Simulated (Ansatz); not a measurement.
VF3⁻. Charge -1, multiplicity 2. Geometry r2SCAN-D4/def2-TZVP, that of the neutral triplet; atoms count from 1.

```xyz
4

V     0.054    0.025    0.032
F    -0.222    0.112   -1.693
F    -1.272   -0.812    0.808
F     1.439    0.675    0.853
```

The charge -1 doublet is spin-contaminated (final ⟨S²⟩ up to 1.45, 0.75 for a pure state). The highest occupied level of the charge -1 doublet lies above zero (up to 0.98 eV). Its loss leaves the charge 0 triplet, which lies 0.89 eV higher (vertical, at PBE0-D4/def2-TZVPD), but this difference is unsure: the doublet itself is doubtful (⟨S²⟩ 1.45, where a pure state has 0.75). At PBE0-D4/def2-TZVPD a quartet of charge -1 lies 0.48 eV below the doublet at the same geometry.

Question: Estimate the Mulliken populations from the PBE0/def2-TZVPD orbitals of Ansatz.

Answer: 
| atom | charge (e) | spin (α − β) | d electrons |
| --- | --- | --- | --- |
| V1 | 1.05 | 0.88 | 3.26 |
| F2 | -0.68 | 0.04 | – |
| F3 | -0.68 | 0.04 | – |
| F4 | -0.68 | 0.04 | – |
Mulliken values and Mayer orders depend strongly on the basis. With diffuse functions, as here, like atoms can get unlike values, and bond orders can come out too low or too high.

Question: Where does the spin sit?

Answer: Summed by element: V 0.88, F 0.12, of 1 unpaired in all. Largest on single atoms: V1 0.88, F4 0.04, F2 0.04.

Question: And the Mayer bond orders between bonded heavy atoms (over 0.3)?

Answer: V1–F2 0.40 (1.75 Å); V1–F3 0.40 (1.75 Å); V1–F4 0.39 (1.74 Å).
